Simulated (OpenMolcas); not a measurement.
**Co IV: CASPT2 settings compared**

```yaml
Program: OpenMolcas
Basis: ANO-RCC-VQZP [7s6p4d3f2g1h]
Scalar_Hamiltonian: DKH2, point nucleus
Active_space: 6 electrons in 5 orbitals (3d)
State_averaging: 2S+1 = 5 even, 5 roots; 2S+1 = 3 even, 35 roots kept (CI in the orbitals of an earlier block); 2S+1 = 1 even, 23 roots kept (CI in the orbitals of an earlier block)
Spin-orbit_coupling: state interaction with AMFI integrals over the reference wave functions, term energies averaged over their components
```

Methods on the same reference wave functions:
A. CASSCF
B. SS-CASPT2, IPEA 0 Eh, no level shift (closed shells correlated: none)
C. SS-CASPT2, IPEA 0 Eh, no level shift (closed shells correlated: 3s 3p)
D. XMS-CASPT2, IPEA 0 Eh, sigma2 regulariser 0.1 Eh (closed shells correlated: 3s 3p)

Energies in cm⁻¹ above 3d⁶ ⁵D₄, the measured ground level; measured values from Sugar and Corliss, J. Phys. Chem. Ref. Data 10, 1097 (1981).

```json
{"Level": "3d⁶ ⁵D₄", "A": "0.0", "B": "0.0", "C": "0.0", "D": "0.0", "Measured": "0.0"}
{"Level": "3d⁶ ⁵D₃", "A": "613", "B": "615", "C": "617", "D": "616", "Measured": "639"}
{"Level": "3d⁶ ⁵D₂", "A": "1048", "B": "1048", "C": "1047", "D": "1047", "Measured": "1078"}
{"Level": "3d⁶ ⁵D₁", "A": "1330", "B": "1327", "C": "1324", "D": "1325", "Measured": ""}
{"Level": "3d⁶ ⁵D₀", "A": "1468", "B": "1465", "C": "1460", "D": "1462", "Measured": "1494"}
{"Level": "3d⁶ ³H₆", "A": "26338", "B": "25640", "C": "23940", "D": "24830", "Measured": "23680"}
{"Level": "3d⁶ ³H₅", "A": "26657", "B": "25930", "C": "24230", "D": "25130", "Measured": "24032"}
{"Level": "3d⁶ ³H₄", "A": "26894", "B": "26150", "C": "24440", "D": "25340", "Measured": "24272"}
{"Level": "3d⁶ ³P₂", "A": "28823", "B": "25510", "C": "22580", "D": "23820", "Measured": "22883"}
{"Level": "3d⁶ ³F₄", "A": "30172", "B": "27560", "C": "25360", "D": "26470", "Measured": "25396"}
{"Level": "3d⁶ ³F₃", "A": "30516", "B": "27880", "C": "25650", "D": "26770", "Measured": "25736"}
{"Level": "3d⁶ ³P₁", "A": "30622", "B": "27310", "C": "24380", "D": "25620", "Measured": "24729"}
{"Level": "3d⁶ ³F₂", "A": "30825", "B": "28170", "C": "25930", "D": "27060", "Measured": "25969"}
{"Level": "3d⁶ ³P₀", "A": "31372", "B": "28030", "C": "25130", "D": "26370", "Measured": "25449"}
{"Level": "3d⁶ ³G₅", "A": "33270", "B": "31150", "C": "29290", "D": "30190", "Measured": "29022"}
{"Level": "3d⁶ ³G₄", "A": "33872", "B": "31730", "C": "29850", "D": "30760", "Measured": "29592"}
{"Level": "3d⁶ ³G₃", "A": "34128", "B": "31970", "C": "30100", "D": "31010", "Measured": "29868"}
{"Level": "3d⁶ ¹I₆", "A": "39734", "B": "38900", "C": "36930", "D": "37590", "Measured": "35943"}
```

Deviations, from unrounded energies. A percentage is the sum of absolute deviations over the sum of measured energies, with the sign that they share, or ± where signs differ.

| Against measurement | Levels | A | B | C | D |
| --- | --- | --- | --- | --- | --- |
| mean absolute deviation (cm-1) | 16 | 3500 | 1800 | 220 | 900 |
| fine structure of the ground term (%) | 3 | -2.5 | -2.6 | -2.7 | -2.7 |
| other terms of the ground configuration (%) | 13 | +16.3 | +8.5 | ±1.0 | +4.1 |

C lies closest to measurement on these levels and A furthest from it. The largest miss of C in the table is 3d⁶ ¹I₆, by +980 cm-1. The ranking rests on the paired levels alone, and a cruder setting can come out closer through cancelling errors.

Among B to D the level of the table that moves most is 3d⁶ ³P₂, by 2900 cm-1 (lowest in C, highest in B). Moves below CASPT2's spread within the term are not significant.

From A to B the spin-free energies of the other terms of 3d⁶ shown, above ⁵D, scale by factors of 0.89 to 0.98.

The lowest spin-free term lies below A's lowest term by 0.137 hartree in B, 0.516 hartree in C, 0.521 hartree in D.

CASPT2 does not keep the components of a term degenerate, so their means are used; among the terms shown or strongly mixed into the levels shown the widest spread is 340 cm-1 (3d⁶ ¹I, C). Terms from blocks run as CI alone lack orbitals of their own. Without dynamic correlation excited terms often stand tens of per cent too high (terms of higher spin than the ground term too low), and those without a measured partner can miss by more than the paired ones (holds for A). Computed and measured levels are paired by configuration, term and J; levels that our copy of the source lacks, or whose pairing is in doubt (as where it misses far off the trend of its configuration), stay unpaired and out of the deviations. Levels of configurations outside the active space are missing. The table leaves out levels that lie high or whose names do not pair safely across all columns.
